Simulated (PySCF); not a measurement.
Static response to an electric field

Species: C2H8FNSi.
Structure used (GFN2-xTB), in Å, numbered top down from 1:
```
atom  x, y, z in Å
N1    -1.636    0.706   -0.467
C2    -1.124   -0.593   -0.087
C3     0.198   -0.578    0.705
Si4    1.660    0.212   -0.212
F5     1.426    1.812   -0.259
H6    -0.985    1.181   -1.084
H7    -1.753    1.290    0.354
H8    -0.995   -1.179   -1.002
H9    -1.898   -1.082    0.514
H10    0.028   -0.048    1.647
H11    0.448   -1.606    0.972
H12    1.716   -0.174   -1.615
H13    2.910    0.059    0.516
```

Level: PBE0/def2-SVPD (PySCF), static field, nuclei fixed, core orbitals frozen in the response. The polarisability tensor in these axes (au):

```
x   66.81  0.84  0.18
y    0.84 55.90 -1.94
z    0.18 -1.94 55.91
```

Q: What are the eigenvalues, a third of the trace, and Δα (Δα² = ½Σ(αi − αj)² over the three pairs)?

A: Principal values 53.92, 57.83 and 66.87 au; mean 59.54 au = 8.82 Å³ = 9.82 × 10⁻⁴⁰ C²·m²/J; Δα = 11.51 au (19 % of the mean).

Q: What is the dipole moment, and where does it point?

A: (0.76, -1.66, 0.98) D, 2.07 D in size, pointing from the negative to the positive side. Measured along this direction, the outermost atoms are H6 at the negative end and H11 at the positive end.

Q: Form Σ f/ω² (atomic units) for the 8 lowest TDDFT singlets, given as eV and f, and set it beside the mean polarisability, which is this sum over all singlets: 6.00, 0.0040; 6.29, 0.0181; 7.20, 0.0086; 7.33, 0.0021; 7.45, 0.0360; 7.47, 0.0057; 7.56, 0.0081; 8.07, 0.0204.

A: They add up to 1.46 au, 2.5 % of the 59.54 au; the largest single term is 0.48 au, from the state at 7.45 eV. Terms in order: 0.08, 0.34, 0.12, 0.03, 0.48, 0.08, 0.10, 0.23 au. Higher excitations give the rest. The strengths listed sum to 0.103.

Q: Find the Langevin capture rate constant for H3O+ (19.018 u) meeting this molecule (93.041 u), k = 2.342 × 10⁻⁹ cm³/s × √(α in Å³ / reduced mass in u).

A: The reduced mass is 15.79 u, so k = 1.75 × 10⁻⁹ cm³/s. The formula leaves out the permanent dipole, which adds to the capture rate.

Q: In a dilute gas of rigid molecules at 400 K, how does the orientational term μ²/3kT compare with the electronic polarisability?

A: In Gaussian units μ²/3kT = 25.89 Å³ against 8.82 Å³, a ratio of 2.93; the Debye molar polarisation (4π/3)N_A(α + μ²/3kT) is 87.6 cm³/mol, leaving out the vibrational part.

One conformer (not necessarily the lowest) at the GFN2-xTB geometry, without solvent, vibrations or thermal averaging.
